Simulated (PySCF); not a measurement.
Al₂H₄, SMILES [AlH2][AlH2]. Atoms are numbered in the order given.

```xyz
6

Al     0.0000     0.0000    -1.2965
Al     0.0000     0.0000     1.2965
H      0.9629     0.9629    -2.1482
H     -0.9629    -0.9629    -2.1482
H      0.9629    -0.9629     2.1482
H     -0.9629     0.9629     2.1482
```
Charge 0, spin multiplicity 1.

The structure is a stationary point at PBE-D3(BJ)/def2-TZVP.

Method: PBE-D3(BJ)/def2-TZVP in PySCF.

Frequencies are harmonic and unscaled.

Modes within 1.5 cm⁻¹ of each other (mostly degenerate sets) share a row, with their intensities summed.

Problem. Give all harmonic wavenumbers and intensities. (An estimate is asked for; the answer gives what the named calculation found.)

Solution. 
| mode | ν (cm⁻¹) | IR (km/mol) | moving atoms (share of kinetic energy) |
|---|---|---|---|
| 1 | 152 | 0.0 | H 100 % |
| 2–3 | 278 | 106.7 | H 95 % |
| 4 | 332 | 0.0 | Al 92 % |
| 5–6 | 524 | 123.2 | H 84 %, Al 16 % |
| 7 | 719 | 604.9 | H 95 % |
| 8 | 778 | 0.0 | H 94 % |
| 9 | 1812 | 343.7 | H 98 % |
| 10 | 1831 | 0.0 | H 98 % |
| 11–12 | 1834 | 437.3 | H 95 % |
